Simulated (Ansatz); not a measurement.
Ansatz results at the PBE0-D4/def2-TZVP geometry: HOMO–LUMO gap (PBE0/def2-TZVPP) 6.40 eV; size of the dipole moment (PBE/def2-TZVPP) 3.46 D; LUMO energy (PBE0/def2-TZVPP) -0.13 eV.

Each molecule was computed in one conformer, which needn't be the lowest.

(1) Which molecule gave them?
A. `[Cl][Hf]([Cl])([Cl])[Br]`
B. `C[O][Hf]([OH])([OH])[SeH]`
C. `[OH][Hf]([OH])([SH])[Cl]`
D. `[CH3][Hf]([OH])([OH])[Br]`

## Answers

(1) B. The others give `[OH][Hf]([OH])([SH])[Cl]`: 6.86, 3.66, -0.58; `[CH3][Hf]([OH])([OH])[Br]`: 7.21, 3.45, -0.49; `[Cl][Hf]([Cl])([Cl])[Br]`: 7.04, 0.08, -2.19.
